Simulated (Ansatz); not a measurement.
FGa (SMILES [F][Ga]), singlet, geometry from GFN2-xTB (such geometries of metal compounds can be far from the true shape); BLYP/6-311G** in Ansatz (a program for electronic structure).

Input for Ansatz:
Ansatz 0.2 input:
```yaml
crystal:
  periodic: [false, false, false]
  atoms:
    - {symbol: Ga, position_ang: [-0.00000000, -0.00000000, -0.40479707]}
    - {symbol: F, position_ang: [0.00000000, 0.00000000, 1.39430103]}
basis:
  gaussian:
    orbitals: 6-311G__.json
hamiltonian:
  xc: blyp
```
The basis file holds 6-311G** in the JSON format of the Basis Set Exchange.

What the program printed (banner, timings and long lists left out):

```
Functional definition: BLYP
562 factors; their error is unknown
mean field evaluation 1: about -55094.6180 eV, gradient 5.3e1 eV
mean field evaluation 2: about -54965.4910 eV, gradient 2.4e2 eV
mean field evaluation 4: about -55097.7827 eV, gradient 2.0e1 eV
mean field evaluation 8: about -55098.2075 eV, gradient 3.0e-2 eV
mean field -55098.19257625 eV, -2024.8212302807 hartree, gradient 3.7e-5 eV, S^2 0.000000; 0 other end points of the search recorded, 0 dependent functions left out
reference -55098.19283038 eV, -2024.8212396199 hartree; 20, 20 occupied and 42, 42 virtual orbitals, 562 factors
Total energy: -55098.19283038 eV, -2024.8212396199 hartree
```
